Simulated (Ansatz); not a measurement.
Ansatz results at the PBE0-D4/def2-TZVP geometry: LUMO energy (ωB97M-V/def2-TZVPP) 0.70 eV; LUMO energy (B3LYP/def2-TZVPP) -1.34 eV; HOMO energy (ωB97M-V/def2-TZVPP) -8.45 eV.

Problem. Which molecule gave them?
A. `C=C(Cl)[SiH2][SiH3]`
B. `[CH3][AlH][CH2][SiH2]F`
C. `C[Si@H]1[SiH2][C@H]1Cl`
D. `CC1=NC1`

Solution. C. The others give `C=C(Cl)[SiH2][SiH3]`: 1.19, -1.04, -9.72; `[CH3][AlH][CH2][SiH2]F`: 0.28, -1.51, -10.37; `CC1=NC1`: 2.34, -0.25, -9.93.

B3LYP here is the variant with VWN-RPA as its local correlation; programs differ in this.
